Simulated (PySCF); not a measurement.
Correlation energy of Co(2+) (cobalt, charge +2)

[Ar] 3d7, high-spin 4F determinant. Calculation: PySCF 2.14, in aug-cc-pwCVTZ-DK with one added diffuse shell each of s, p, d, f, g type (11s10p8d5f4g, 152 functions); scalar relativity by spin-free X2C-1e. Frozen: [Ne]; 15 electrons correlated.

MP2 pair energies summed by pair of shells (mhartree):

```tsv
pair	energy	share (%)
3p-3d	-249.37	39.5
3d-3d	-202.16	32.0
3p-3p	-80.80	12.8
3s-3d	-51.73	8.2
3s-3p	-41.54	6.6
3s-3s	-5.76	0.9
```

Total MP2 correlation energy: -631.36 mhartree.

Same-spin part -200.15 and opposite-spin part -431.21 mhartree; SCS-MP2 scales them by 1/3 and 6/5 to -584.16 mhartree.
